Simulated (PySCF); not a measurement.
IH2 at several levels of theory

All levels use the PBE0 minimum (doublet; I–H 1.792 Å (×2); H–I–H 154.6°), basis [I def2-TZVP with ECP28, H def2-TZVP], scalar-relativistic core potentials, density fitting, no spin–orbit coupling, PySCF. For vertical energies the ionised species is a singlet (spins chosen at PBE0 and kept) and the electron-attached one a singlet. Atomisation goes to high-spin ground-configuration atoms, without zero-point energy. Open shells are unrestricted, also as the reference of the correlated levels. A dash marks a value that was not computed or is not defined at that level.

```
  level  atomisation (kJ/mol)  vertical IP (eV)  vertical EA (eV)  −ε(HOMO) (eV)  dipole (D)
   PBE0                   313              9.26              1.16           6.80        0.09
CCSD(T)                     ?                 ?                 ?              –           –
     HF                   146              9.03              0.13           9.75        0.11
    PBE                   332              9.13              1.21           5.69        0.07
 r2SCAN                   332              9.37              1.11           6.08        0.09
  B3LYP                   322              9.30              1.28           6.60        0.07
  TPSSh                   347              9.34              1.16           6.37        0.08
    MP2                   258              9.00              0.97              –           –
LC-wPBE                   287              9.35              1.09           9.29        0.09
   BP86                     ?                 ?                 ?              ?           ?
```

Task: Fill in the row of CCSD(T).

Result: atomisation (kJ/mol) 284, vertical IP (eV) 8.96, vertical EA (eV) 0.97.

Task: Fill in the row of BP86.

Result: atomisation (kJ/mol) 353, vertical IP (eV) 9.23, vertical EA (eV) 1.38, −ε(HOMO) (eV) 5.78, dipole (D) 0.07.

For IH₂ itself CCSD(T) correlates 19 electrons; T1 = 0.016, D1 = 0.072, (T) = -27 kJ/mol.

Without diffuse functions attachment energies tend to come out too low.

No spin–orbit coupling is included, which matters more the heavier the element.
